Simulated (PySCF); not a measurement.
An unknown shows these calculated signals:

$^{1}$H NMR (400 MHz, computed): δ 4.89 (s, 1H), 4.43 (m, 1H), 2.14 (s, 3H), 1.33 (d, 3H), 1.27 (d, 3H), 1.22 (br s, 2H).

$^{13}$C{$^{1}$H} NMR (computed): δ 177.1 (C), 68.3 (CH), 28.1 (CH3), 27.7 (CH3), 24.9 (CH3).

Equivalent nuclei averaged, no solvent model, no relativistic terms, a single conformation. Shieldings: GIAO PBE0/pcSseg-1; GFN2-xTB structure; PySCF 2.14.0 with density-fitted response routines.

Scale: $^{1}$H (σref 31.72) and $^{13}$C (σref 186.93) against TMS (reference shieldings calculated alike).

Question: Which of these does the molecule contain: an NH or NH2 group, a C≡C triple bond, a (CH3)2CH unit, a three-membered ring, an OH group, a Si–H bond?

Answer: 
- An NH or NH2 group: yes (δH 1.22 (br s)).
- A C≡C triple bond: no.
- A (CH3)2CH unit: yes (δC 27.7, 68.3, 28.1; δH 1.27 (d), 4.43 (m), 1.33 (d)).
- A three-membered ring: no.
- An OH group: no.
- A Si–H bond: yes (δH 4.89 (s)).

The data belong to SMILES CC(=O)O[Si@H](N)OC(C)C, C$_{5}$H$_{13}$NO$_{3}$Si; they needn't prove each group on their own.

Carbon signals by region: 1 in the far downfield region (above 160 ppm), 1 at 50–100 ppm, 3 below 50 ppm. Above 160 ppm: 177.1, carbonyl carbon.

The OH or NH signal is concentration- and solvent-dependent in practice; the value given is the gas-phase one. Shifts are as computed. Against solution values, carbons near 30 ppm lie about +3 ppm off and those near 130 ppm about +5 ppm. Of 1211 compounds with measured shifts, 218 miss one by over three times the rms of a fit or turn the order of signals round; such compounds aren't used in these exercises. Multiplicities follow the n + 1 count of equivalent neighbours, as no J values were calculated; m marks all less simple cases, F and P coupling included.
